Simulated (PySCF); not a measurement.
Predicted microwave data (PBE0-D3(BJ)/def2-SVP geometry optimisation, gas phase (PySCF)) for one isomer of C2H9GeP:

- Rotational constants: A = 4607, B = 2487, C = 1887 MHz
- Dipole components: |μa| = 1.37 D, |μb| = 0.58 D, |μc| = 0.68 D
- Inertial defect: -45.06 u·Å²
- κ: -0.56

Question: Which structure is it? (One computed conformer of each.)
A. `[CH3:1][GeH:2]([CH3:3])[PH2:4]` with C1–Ge2–P4–H -46° and 47°
B. `C[P](C)[GeH3]`
C. `[CH3:1][CH2:2][GeH2:3][PH2:4]` with C1–C2–Ge3–P4 58°, C2–Ge3–P4–H -174° and -80°

Answer: A. It is [CH3][GeH]([CH3])[PH2], an asymmetric top. The candidates at the same level (rigid rotor, commonest isotopes):

| SMILES | A (MHz) | B (MHz) | C (MHz) | μa (D) | μb (D) | μc (D) | Δ (u·Å²) | point group | rotor |
| --- | --- | --- | --- | --- | --- | --- | --- | --- | --- |
| C[P](C)[GeH3] | 5325 | 1983 | 1676 | 0.63 | 0.00 | 1.11 | -48.13 | Cs | asymmetric top |
| C[CH2][GeH2][PH2] | 4410 | 2284 | 1642 | 0.98 | 0.16 | 0.50 | -28.12 | C1 | asymmetric top |
| [CH3][GeH]([CH3])[PH2] | 4607 | 2487 | 1887 | 1.37 | 0.58 | 0.68 | -45.06 | – | asymmetric top |

`C[CH2][GeH2][PH2]` has C 13 % too low; `C[P](C)[GeH3]` has B 20 % too low. No structure here is proved a minimum.
